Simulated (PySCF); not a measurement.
C5H7FO, SMILES C[C@H]1CO/C1=C\F. Coordinates come from a PBE-D3(BJ)/def2-SVP optimisation. The structure was generated by enumeration; whether it is a known compound was not checked.

Level of theory: PBE-D3(BJ)/def2-SVP (PySCF).

Harmonic wavenumbers (cm⁻¹): 93, 143, 176, 232, 294, 393, 496, 584, 693, 711, 846, 877, 892, 985, 1016, 1092, 1101, 1126, 1142, 1157, 1214, 1255, 1306, 1338, 1347, 1414, 1418, 1443, 1756, 2969, 2972, 2992, 3039, 3061, 3068, 3139. Rotational constants (GHz): 4.788, 1.858, 1.430; symmetry number 1.

### Question
Work out the zero-point energy and the ideal-gas rigid-rotor harmonic-oscillator thermochemistry at 298.15 K and 1 atm.

### Answer
ZPE = ½ Σ hcν = ½ × 47782 cm⁻¹ = 285.80 kJ/mol. H − E(el) = 307.07 kJ/mol. Entropy in J/(mol K): translation 166.44, rotation 115.59, vibration 66.57, total 348.60. G − E(el) = 203.14 kJ/mol. Cp = 114.62 J/(mol K). Modes under 150 cm⁻¹ make the vibrational entropy uncertain.
